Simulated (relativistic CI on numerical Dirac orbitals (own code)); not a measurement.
## Transition arrays of Fe⁶⁺

Computed by Dirac-Coulomb-Breit CI, separate exchange-only KLI orbitals for each configuration, QED by a radiative potential, valence Slater integrals scaled by 0.9, whole transition arrays (own radial code, finite nucleus).

Configurations in the expansion (outside the closed core [Ne] 3s2): 3p6 3d2, 3p6 3d 4f, 3p5 3d3, 3p6 3d 4p, 3p6 3d 5f. Levels of other configurations are missing.

All E1 lines from the levels of 3p6 3d2; mean and standard deviation are weighted by gf, and upper levels are sorted by their leading configuration.

| Upper configuration | Lines | Σgf | Mean (eV) | Mean (nm) | σ (eV) | Strongest line (nm) |
| --- | --- | --- | --- | --- | --- | --- |
| 3p6 3d 4f | 81 | 63.7 | 80.15 | 15.469 | 1.63 | 15.155 |
| 3p5 3d3 | 461 | 116.4 | 71.06 | 17.447 | 5.51 | 16.547 |
| 3p6 3d 4p | 65 | 7.1 | 51.79 | 23.940 | 1.30 | 24.359 |
| 3p6 3d 5f | 81 | 27.4 | 95.20 | 13.023 | 1.69 | 13.183 |

Σgf per state of the lower configuration in bins of 0.5 nm over the central range (centre: value): 12.75: 0.27, 13.25: 0.32, 13.75: 0.02, 15.25: 0.62, 15.75: 0.82, 16.25: 0.60, 16.75: 0.58, 17.25: 0.47, 17.75: 0.06, 18.25: 0.29, 18.75: 0.13, 19.25: 0.29, 20.75: 0.05, 22.25: 0.01, 23.25: 0.09.

Question: How do configuration mixing and the scaling of the Slater integrals move the arrays?

Answer: Slater scale 0.9, no configuration mixing: 3p6 3d 4f 79.9 ± 1.5 eV (Σgf 32.7), 3p5 3d3 71.3 ± 4.8 eV (Σgf 153.3), 3p6 3d 4p 52.0 ± 1.3 eV (Σgf 7.0), 3p6 3d 5f 95.1 ± 1.6 eV (Σgf 15.8); Slater scale 1: 3p6 3d 4f 80.6 ± 1.3 eV (Σgf 70.4), 3p5 3d3 72.6 ± 6.2 eV (Σgf 111.6), 3p6 3d 4p 51.9 ± 1.5 eV (Σgf 7.1), 3p6 3d 5f 95.2 ± 1.9 eV (Σgf 29.5); Slater scale 0.8: 3p6 3d 4f 80.1 ± 1.5 eV (Σgf 55.9), 3p5 3d3 69.6 ± 4.9 eV (Σgf 122.2), 3p6 3d 4p 51.9 ± 1.2 eV (Σgf 7.1), 3p6 3d 5f 95.2 ± 1.5 eV (Σgf 25.6). With mixing, levels are counted to their leading configuration, so an array can shrink or vanish into another, and the sums then hold other lines.
